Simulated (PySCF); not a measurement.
## SiBH5O6

The system: SiBH5O6, a molecule drawn as a unit of a network glass or zeolite (built as: Si B3, OH ends, O bridges); neutral, singlet. The structure, one conformer, was relaxed in the gas phase by PBE0-D3(BJ)/def2-SVP. No frequency run checks that it is a minimum.

SMILES: OB(O)O[Si](O)(O)O

```
atom   x (Å)   y (Å)   z (Å)
  O1  -1.576  -1.981  -1.327
  B2  -1.024  -1.093  -0.457
  O3  -1.521  -1.021   0.824
  O4  -0.004  -0.275  -0.825
 Si5   0.891   0.770   0.110
  O6   2.252  -0.069   0.481
  O7  -0.020   1.248   1.392
  O8   1.334   2.113  -0.729
  H9  -1.133  -1.951  -2.181
 H10  -2.233  -1.652   0.972
 H11   2.999   0.463   0.770
 H12  -0.676   0.579   1.640
 H13   0.721   2.851  -0.663
```

Shieldings: GIAO PBE0/pcSseg-1. Shifts are against computed references at the same level: H TMS (σ 31.27 ppm), Si TMS (σ 352.0 ppm). Core levels by delta-SCF with SCAN, pcX-2 on the ionised atom and pcseg-1 elsewhere, spin-free X2C (2p3/2 is the spin-free 2p value less a third of a first-order spin-orbit splitting); from the vacuum level, for chosen atoms.

Question: Give the shieldings and core levels atom by atom.

Answer: 
| atoms | bonded to | σ (ppm) | δ (ppm) | core level (eV) |
| --- | --- | --- | --- | --- |
| O1 | 1 B + 1 H | 244.7 | - | - |
| B2 | 3 O | 83.0 | - | - |
| O3 | 1 B + 1 H | 253.4 | - | - |
| O4 | 1 B + 1 Si | 225.0 | - | 1s 538.59 |
| Si5 | 4 O | 418.5 | -66.5 | 2p3/2 108.67 |
| O6 | 1 Si + 1 H | 283.7 | - | 1s 538.84 |
| O7 | 1 Si + 1 H | 274.1 | - | 1s 538.45 |
| O8 | 1 Si + 1 H | 284.2 | - | 1s 538.94 |
| H9 | 1 O | 28.02 | 3.24 | - |
| H10 | 1 O | 28.15 | 3.12 | - |
| H11 | 1 O | 29.47 | 1.80 | - |
| H12 | 1 O | 27.27 | 3.99 | - |
| H13 | 1 O | 29.40 | 1.86 | - |

Values are those of this one static structure; atoms that internal rotation interchanges would show their mean in an NMR spectrum.

Question: By CAM-B3LYP/def2-SVPD (TDDFT singlets, Tamm-Dancoff triplets, ionisation by delta-SCF), where does absorption start, and what does vertical ionisation take?

Answer: The lowest singlet lies at 7.94 eV (f 0.014), the strongest of the first 6 at 8.84 eV (f 0.056), the lowest triplet at 7.67 eV; vertical ionisation takes 11.59 eV.

The 3 runs behind this took 4.9 min in all, one thread each of Intel Xeon 6975P-C on a shared host, launched as `OMP_NUM_THREADS=1 python cluster_run.py task.json out`.
